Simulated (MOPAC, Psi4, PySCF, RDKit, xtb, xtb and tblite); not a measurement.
Two geometries of SMILES CC(C)CCC=O (C6H12O), relaxed at GFN2-xTB with one dihedral held; other torsions can differ between them too.

Structure A

```
19

C     -1.9388     0.4546     0.8669
C     -0.6963     0.3172    -0.0110
C     -1.0915    -0.0408    -1.4402
C      0.3165    -0.6768     0.5765
C     -0.2033    -2.1041     0.7572
C     -0.3867    -2.8579    -0.5245
O     -1.2752    -3.6306    -0.7557
H     -2.5508    -0.4423     0.8172
H     -1.6617     0.6333     1.9036
H     -2.5452     1.2908     0.5269
H     -0.1923     1.2916    -0.0344
H     -1.6100    -0.9961    -1.4711
H     -1.7586     0.7170    -1.8452
H     -0.2148    -0.0998    -2.0817
H      0.6347    -0.3035     1.5525
H      1.1982    -0.7018    -0.0693
H      0.5471    -2.6706     1.3198
H     -1.1292    -2.1254     1.3320
H      0.4209    -2.6802    -1.2638
```

Structure B

```
19

C     -1.9096     0.5336     0.8123
C     -0.6420     0.3092    -0.0091
C     -0.9909    -0.0965    -1.4379
C      0.2588    -0.7428     0.6589
C      1.7399    -0.5032     0.3688
C      2.2222     0.7898     0.9556
O      2.9701     1.5619     0.4257
H     -2.4683    -0.3953     0.9105
H     -1.6650     0.8961     1.8081
H     -2.5500     1.2680     0.3298
H     -0.0907     1.2568    -0.0438
H     -1.5740    -1.0155    -1.4393
H     -1.5765     0.6810    -1.9226
H     -0.0901    -0.2580    -2.0249
H     -0.0256    -1.7397     0.3184
H      0.1102    -0.7093     1.7412
H      2.3339    -1.2974     0.8325
H      1.9445    -0.5133    -0.7029
H      1.8301     0.9844     1.9753
```

**Question.** Which is lower in energy at the level B3LYP-D3(BJ)/def2-SVP // GFN2-xTB run with Psi4, and by how much?

**Answer.** A is lower, by 0.39 kcal/mol (dihedral C1–C2–C4–C5: 60° in A, -150° in B).

E(B) − E(A) in kcal/mol at the other levels, on the same two geometries: GFN2-xTB (xtb and tblite) 0.19; MMFF94 // GFN2-xTB (RDKit) -0.82; B3LYP/def2-SVP // GFN2-xTB (Psi4) -0.48; PBE/def2-SVP // GFN2-xTB (Psi4) -0.09; PBE-D3(BJ)/def2-SVP // GFN2-xTB (Psi4) 0.43; UFF // GFN2-xTB (RDKit) -2.29; PM7, restricted, heats of formation // GFN2-xTB (MOPAC) -0.88; PM6, restricted, heats of formation // GFN2-xTB (MOPAC) -0.59; GFN1-xTB // GFN2-xTB (xtb) 0.35; restricted B3LYP/6-31G*, spherical d, density fitting // GFN2-xTB (PySCF) -0.65; restricted B3LYP/6-311+G**, spherical d, density fitting // GFN2-xTB (PySCF) -0.93; restricted B3LYP/LANL2DZ // GFN2-xTB (PySCF) -0.64; restricted Hartree-Fock/STO-3G // GFN2-xTB (PySCF) -1.27.
